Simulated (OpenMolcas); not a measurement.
Ir2+ (d7) among equal point charges was computed by CASSCF with the d shell active (OpenMolcas, ANO-RCC-VDZP on the metal). Its lowest spin-free states, and all those of the highest spin:

| 2S+1 | Degeneracy | E (cm-1) |
| --- | --- | --- |
| 4 | 3 | 0.0 |
| 4 | 3 | 6069 |
| 2 | 2 | 9552 |
| 4 | 1 | 13179 |
| 2 | 3 | 14304 |
| 2 | 3 | 14905 |
| 4 | 3 | 17341 |
| 2 | 3 | 18670 |
| 2 | 1 | 18875 |
| 2 | 3 | 21609 |
| 2 | 3 | 22062 |
| 2 | 2 | 23608 |

Q: Is the site octahedral, tetrahedral or cube-like, axial, or of lower symmetry?

A: The states with 2S+1 = 4 have orbital degeneracies 3, 3, 1, 3. Threefold states need a cubic site. For d7 at this spin an octahedron puts the threefold T1 below the threefold T2 and a tetrahedron or cube puts the single A2 below the threefold T2, so the site is octahedral. The run had Ir2+ among 6 point charges of -1.5 e arranged as an octahedron (Oh), 2.27 Å from the ion.

An orbital triplet at a regular site is open to Jahn-Teller coupling, which can distort the site and quench the lowest spin-orbit gaps and is left out. Without dynamic correlation the repulsion within the d shell is too large (B by tens of per cent), so at a given field states of lower spin stand too high. Point charges give a weaker field than real ligands, and real ions of this kind are as a rule low spin; the high spin found here belongs to the model. This is an electrostatic model: the charges have no orbitals. No measured value stands beside these numbers.
